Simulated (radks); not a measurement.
The mean radii <r> (bohr) of the occupied orbitals of an atom or ion are listed with their occupations. Method: scalar-relativistic Kohn-Sham, exchange-only LDA, spin-polarised, spherical densities, point nucleus; computed with a radial shooting solver on a logarithmic mesh with Libxc functionals.

orbital  occ.      <r>
1s          2  0.02509
2s          2   0.1075
2p          6  0.09428
3s          2   0.2856
3p          6   0.2835
3d         10   0.2601
4s          2   0.6546
4p          6   0.6936
4d         10   0.7681
5s          2    1.540
5p          6    1.762

Name the element and its charge. Open shells, if any, are filled with parallel spins first.

Answer. Z = 57, lanthanum, charge +3: La3+ in [Xe]. The 1s radius gives Z: for a bare nucleus <r> = (2 gamma + 1)/(2Z) with gamma = sqrt(1 - (Z/c)^2), 0.02473 bohr for Z = 57, and screening makes it slightly larger (0.02509 here). The occupations add up to 54, and the charge is Z minus that.
